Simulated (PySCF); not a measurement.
Ta(O)(NH2)3 (H₆N₃OTa), SMILES [NH2][Ta]([NH2])([NH2])=[O], multiplicity 1. Atoms are numbered in the order given.

```xyz
11

Ta     0.0000     0.0000    -0.0395
O      0.0000     0.0000    -1.7747
N     -1.2606     1.4247     0.5964
H     -1.6937     1.4697     1.5173
H     -1.6721     2.1418     0.0018
N      1.8642     0.3793     0.5964
H      2.6909     0.3772     0.0018
H      2.1197     0.7320     1.5173
N     -0.6036    -1.8041     0.5964
H     -1.0188    -2.5190     0.0018
H     -0.4259    -2.2017     1.5173
```

Geometry: B3LYP-D3(BJ)/def2-SVP. The multiplicity is an assumed one; no other spin state was optimised. The structure was generated by enumeration; whether it is a known compound was not checked. The def2 effective core potentials stand for the cores of Ta; spin–orbit coupling is left out. Other conformers were not sampled.

Method: CAM-B3LYP/def2-TZVP (PySCF).

ESP charges are fitted to the potential on shells at 1.4 to 2.0 van der Waals radii. Atomic charges (e):

| atom | Mulliken | ESP fit | Löwdin |
|---|---|---|---|
| Ta1 | 1.39 | 2.18 | [?] |
| O2 | -0.54 | -0.73 | [?] |
| N3 | -0.77 | -1.43 | [?] |
| H4 | 0.23 | 0.48 | [?] |
| H5 | 0.25 | 0.46 | [?] |
| N6 | -0.77 | -1.42 | [?] |
| H7 | 0.25 | 0.46 | [?] |
| H8 | 0.23 | 0.48 | [?] |
| N9 | -0.77 | -1.40 | [?] |
| H10 | 0.25 | 0.45 | [?] |
| H11 | 0.23 | 0.47 | [?] |

Q: What belongs in the gaps? (An estimate is asked for; the answer gives what the named calculation found.)

A: 
- Ta1, Löwdin: 0.72
- O2, Löwdin: -0.34
- N3, Löwdin: -0.43
- H4, Löwdin: 0.15
- H5, Löwdin: 0.15
- N6, Löwdin: -0.43
- H7, Löwdin: 0.15
- H8, Löwdin: 0.15
- N9, Löwdin: -0.43
- H10, Löwdin: 0.15
- H11, Löwdin: 0.15
